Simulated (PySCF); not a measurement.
**Correlation energy of C²⁺ (carbon, charge +2)**

[He] 2s2, closed-shell 1S. Calculation: PySCF 2.14, in aug-cc-pVQZ (6s5p4d3f2g, 80 functions); the non-relativistic Hamiltonian (point nucleus). Frozen: 1s2; 2 electrons correlated.

With two correlated electrons CCSD is exact within the correlated space (frozen core and kept virtual orbitals).

```csv
level,correlation energy (mhartree)
CCSD,-74.63
```

Diagnostics: T1 = 0.0091, D1 = 0.0128, largest double amplitude 0.155.

A double-excitation amplitude exceeds 0.15, a sign of near-degeneracy.

Cost of the coupled-cluster step: of the order of 2.3 core-seconds, for 2 correlated electrons.

Iterations:

```
CC2 = 0
CCSD nocc = 1, nmo = 79
frozen orbitals [0]
max_cycle = 100
direct = 0
conv_tol = 1e-08
conv_tol_normt = 1e-06
diis_space = 8
diis_start_cycle = 0
Init t2, MP2 energy = -36.4539616706213  E_corr(MP2) -0.0456893146712304
Init E_corr(CCSD) = -0.0456893146715251
cycle = 1  E_corr(CCSD) = -0.0595695027009157  dE = -0.013880188  norm(t1,t2) = 0.0633952
cycle = 2  E_corr(CCSD) = -0.0667491888107715  dE = -0.00717968611  norm(t1,t2) = 0.034071
cycle = 3  E_corr(CCSD) = -0.0747453847828203  dE = -0.00799619597  norm(t1,t2) = 0.0181493
cycle = 4  E_corr(CCSD) = -0.0745873069598296  dE = 0.000158077823  norm(t1,t2) = 0.000280118
cycle = 5  E_corr(CCSD) = -0.0746437014401591  dE = -5.63944803e-05  norm(t1,t2) = 9.48731e-05
cycle = 6  E_corr(CCSD) = -0.0746266840669682  dE = 1.70173732e-05  norm(t1,t2) = 4.11862e-05
cycle = 7  E_corr(CCSD) = -0.0746250010845057  dE = 1.68298246e-06  norm(t1,t2) = 3.57701e-06
cycle = 8  E_corr(CCSD) = -0.0746251179643685  dE = -1.16879863e-07  norm(t1,t2) = 2.5544e-07
cycle = 9  E_corr(CCSD) = -0.0746251103255021  dE = 7.63886633e-09  norm(t1,t2) = 2.97157e-08
CCSD converged
E(CCSD) = -36.48289746627558  E_corr = -0.07462511032550213
```
